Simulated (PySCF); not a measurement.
# ORD: `C[Se]C(F)=C=C=C=CF`, C$_{6}$H$_{4}$F$_{2}$Se

Cartesian coordinates in Å; atom numbers follow the order of the lines, from 1:
```xyz
13

C    -2.341    0.469    0.484
Se   -2.695    0.351   -1.415
C    -0.924   -0.017   -1.961
F    -0.857   -0.149   -3.282
C     0.133   -0.135   -1.180
C     1.110   -0.233   -0.360
C     2.095   -0.332    0.456
C     3.096   -0.493    1.294
F     3.880    0.504    1.692
H    -1.975   -0.495    0.861
H    -3.298    0.719    0.961
H    -1.607    1.260    0.682
H     3.382   -1.451    1.744
```

Method: TDDFT CAM-B3LYP/aug-cc-pVDZ circular dichroism and optical rotation, one conformer, gas phase in PySCF. Geometry: PBE0-D3(BJ)/def2-SVP.

The calculation is non-relativistic, which matters for the atoms heavier than Zn. No stereocentre is labelled: unless the shape is locked (an allene, a helicene, a hindered biaryl), the mirror image is equally populated and a measured rotation or CD is zero.

(1) Give the optical rotatory dispersion at 633, 589.3, 546 nm.

(2) And for the mirror image at 589.3 nm?

(3) What is the molar rotation [Φ] = [α]·M/100 of the geometry above at 589.3 nm?

Answers

(1) [α] in deg dm⁻¹ (g/mL)⁻¹:
```
λ (nm)  origin-invariant length gauge  modified velocity gauge  length gauge (centre of mass)  isotropic polarisability (au)
   633                         -111.3                    -96.2                         -106.5                          141.5
 589.3                         -133.2                   -113.7                         -127.4                          143.3
   546                         -162.5                   -136.2                         -155.4                          145.7
```

(2) +133.2 deg dm⁻¹ (g/mL)⁻¹ (origin-invariant length gauge): the same size and the opposite sign.

(3) With M = 193.07 g/mol, -257.2 deg cm² dmol⁻¹ (origin-invariant length gauge).

The first excitation lies at 3.08 eV (403 nm) with R = +0.4 × 10⁻⁴⁰ esu² cm² (velocity form).
